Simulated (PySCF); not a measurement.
Si(H)2(OMe)(nBu), SMILES CCCC[SiH2]OC (C5H14OSi), GFN2-xTB optimised geometry.

```
21

Si    -0.56    -0.04     0.00
C     -0.99    -0.97     1.59
C     -2.49    -1.08     1.79
C     -2.85    -1.83     3.07
C     -4.36    -1.94     3.26
O      1.06    -0.04     0.00
C      1.90     0.52    -0.96
H     -1.09    -0.71    -1.20
H     -1.09     1.34     0.00
H     -0.55    -1.97     1.57
H     -0.55    -0.46     2.45
H     -2.94    -1.60     0.93
H     -2.93    -0.08     1.82
H     -2.42    -2.83     3.03
H     -2.42    -1.31     3.93
H     -4.81    -0.96     3.32
H     -4.59    -2.48     4.18
H     -4.81    -2.48     2.43
H      2.94     0.34    -0.65
H      1.74     1.60    -1.04
H      1.74     0.07    -1.93
```

Density from PBE0/def2-SVP in PySCF at that geometry.

Minimum of the electron density along straight lines between bonded atoms, close to the bond critical point (lines longer than 1.1 times the sum of covalent radii, or with two minima, are not listed):

| bond | length / Å | ρ at the minimum / e bohr⁻³ | ∇²ρ there / e bohr⁻⁵ | position (fraction from the first atom) |
|---|---|---|---|---|
| Si1–C2 | 1.890 | 0.116 | 0.31 | 0.38 |
| C2–C3 | 1.523 | 0.242 | -0.54 | 0.50 |
| C3–C4 | 1.528 | 0.244 | -0.56 | 0.50 |
| C4–C5 | 1.524 | 0.244 | -0.56 | 0.50 |
| Si1–O6 | 1.623 | 0.130 | 1.10 | 0.41 |
| O6–C7 | 1.393 | 0.260 | -0.30 | 0.66 |
| Si1–H8 | 1.470 | 0.117 | 0.31 | 0.49 |
| Si1–H9 | 1.470 | 0.117 | 0.31 | 0.49 |
| C2–H10 | 1.091 | 0.271 | -0.96 | 0.62 |
| C2–H11 | 1.091 | 0.271 | -0.96 | 0.62 |
| C3–H12 | 1.092 | 0.276 | -0.99 | 0.62 |
| C3–H13 | 1.092 | 0.276 | -0.99 | 0.62 |
| C4–H14 | 1.093 | 0.275 | -0.99 | 0.62 |
| C4–H15 | 1.093 | 0.275 | -0.99 | 0.62 |
| C5–H16 | 1.088 | 0.276 | -1.00 | 0.62 |
| C5–H17 | 1.088 | 0.276 | -1.00 | 0.62 |
| C5–H18 | 1.088 | 0.276 | -1.00 | 0.62 |
| C7–H19 | 1.091 | 0.283 | -1.09 | 0.64 |
| C7–H20 | 1.093 | 0.281 | -1.06 | 0.63 |
| C7–H21 | 1.093 | 0.281 | -1.06 | 0.63 |
